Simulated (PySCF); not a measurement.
PySCF input file for trifluoroacetic acid anion (C2HF3O2), SMILES OC(C(F)(F)F)=O (connectivity only; charge and spin as stated), charge -1, multiplicity 2, B3LYP/pcH-1. Geometry: r2SCAN-D4/def2-SVPD. The spin state was assumed, not searched. Other conformers were not sampled.

```python
import numpy as np
from pyscf import gto, scf, dft
from pyscf.prop.hfc import uks as hfc

mol = gto.M(
    atom='''
    O     1.59370599   -0.73170804    0.76737953
    C     0.88148845    0.37439401    0.18891903
    O     1.48040379    1.08570350   -0.67799508
    C    -0.54110768   -0.00975335    0.00399915
    F    -1.09143577   -0.62392905    1.09302063
    F    -1.32481285    1.05962336   -0.28513022
    F    -0.81324057   -0.91588099   -1.04708833
    H     2.43023968   -0.69812761    0.28019659
    ''',
    basis='pcH-1',
    charge=-1,
    spin=1,
    max_memory=1600,
    verbose=3,
)
mf = dft.UKS(mol, xc='b3lyp').density_fit(auxbasis='def2-universal-jkfit')
mf.grids.level = 3
mf.conv_tol = 1e-10
mf.max_cycle = 100
mf.kernel()
fine, coarse = mf.grids, dft.Grids(mol).set(level=1).build(with_non0tab=True)
for _ in range(3):  # follow internal instabilities
    mf.grids = coarse
    mo, _, stable, _ = mf.stability(return_status=True, nroots=4)
    mf.grids = fine
    if stable:
        break
    mf.kernel(mf.make_rdm1(mo, mf.mo_occ))
A = hfc.HFC(mf).make_fcdip(mf.make_rdm1())  # Fermi contact and dipolar terms, MHz
print('atom   A(iso)/MHz   principal dipolar parts/MHz')
for i, a in enumerate(A):
    w = np.linalg.eigvalsh((a + a.T) / 2)
    print(f'{mol.atom_symbol(i):2s}{i + 1:3d} {w.mean():12.2f}', (w - w.mean()).round(2))
```

Output:

```

WARN: HOMO -0.138035465977016 >= LUMO -0.138035465977023

converged SCF energy = -526.815990315595  <S^2> = 0.75342859  2S+1 = 2.0034257
<class 'pyscf.df.df_jk.DFUKS'> wavefunction is stable in the internal stability analysis
atom   A(iso)/MHz   principal dipolar parts/MHz
O   1       -46.73 [-26.66  12.86  13.8 ]
C   2       198.64 [-49.24 -46.51  95.76]
O   3       -32.55 [-106.13   52.11   54.02]
C   4        94.76 [-13.17 -10.35  23.51]
F   5        35.20 [-20.38 -13.92  34.29]
F   6        24.01 [-17.99 -13.6   31.59]
F   7       378.86 [-101.2   -97.64  198.83]
H   8         8.52 [-7.2  -3.78 10.98]
```

The run converged.
